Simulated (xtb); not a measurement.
H₂Se, charge +1, doublet, at a GFN2-xTB geometry (a state made from the parent by changing its charge; the spin is typed, not shown lowest). Base run: GFN2-xTB (xtb).

Input for xtb:
```
$ xtb mol.xyz --gfn 2 --chrg 1 --uhf 1 --json

# file mol.xyz
3

Se    -0.00212003     0.05554000    -0.00139670
H     -1.02654637    -0.98490244     0.01728965
H      1.09862725    -0.90345749     0.03019805
```

Variants of this job, named by their change:

```csv
change,ΔE vs base (mEh),G_solv (kcal/mol),SCF cycles
base,0.000,-,8
acc = 1000,0.001,-,4
etemp = 1000,0.000,-,8
alpb = ch2cl2,-85.277,-53.55,8
gbsa = acetonitrile,-102.8,-66.03,8
alpb = hexane,-62.104,-38.97,8
```

ALPB and GBSA are two models with their own fitted parameters for each solvent, which aren't always the measured dielectric constant.
